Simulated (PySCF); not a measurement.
C₃H₅N₂, SMILES c1c[nH][nH+]c1, charge +1.

The structure is a stationary point at TPSSh-D3(BJ)/def2-SVP. The isomer is the one that the SMILES or the coordinates give; other isomers of the formula were not compared.

Calculation: TDDFT-PBE/def2-SVPD (PySCF).

Vertical excitations.  State labels are in the subgroup C2v.

| state | symmetry | energy (eV) | λ (nm) | f | main pairs |
|---|---|---|---|---|---|
| S1 | B2 | 6.21 | 200 | 0.101 | HOMO→LUMO 90 % |
| S2 | B1 | 7.32 | 169 | 0.000 | HOMO→LUMO+2 100 % |
| S3 | A1 | 7.35 | 169 | 0.083 | HOMO−1→LUMO 90 % |
| S4 | A2 | 8.00 | 155 | 0.000 | HOMO−1→LUMO+2 96 % |
| S5 | A2 | 8.27 | 150 | 0.000 | HOMO→LUMO+3 96 % |
| S6 | B1 | 8.54 | 145 | 0.003 | HOMO−2→LUMO 99 % |
| S7 | A1 | 8.63 | 144 | 0.253 | HOMO→LUMO+1 88 % |
| S8 | B2 | 8.66 | 143 | 0.241 | HOMO−1→LUMO+1 87 % |
| S9 | A2 | 8.74 | 142 | 0.000 | HOMO−3→LUMO 99 % |
| S10 | B1 | 8.99 | 138 | 0.003 | HOMO−1→LUMO+3 95 % |
| T1 | B2 | 4.60 | 270 | 0 | HOMO→LUMO 99 % |
| T2 | A1 | 4.95 | 251 | 0 | HOMO−1→LUMO 96 % |
| T3 | A1 | 6.24 | 199 | 0 | HOMO→LUMO+1 96 % |
| T4 | B1 | 7.23 | 171 | 0 | HOMO→LUMO+2 100 % |
Triplets are in the Tamm–Dancoff approximation, which puts them higher than full response would, so one can lie above its singlet here.
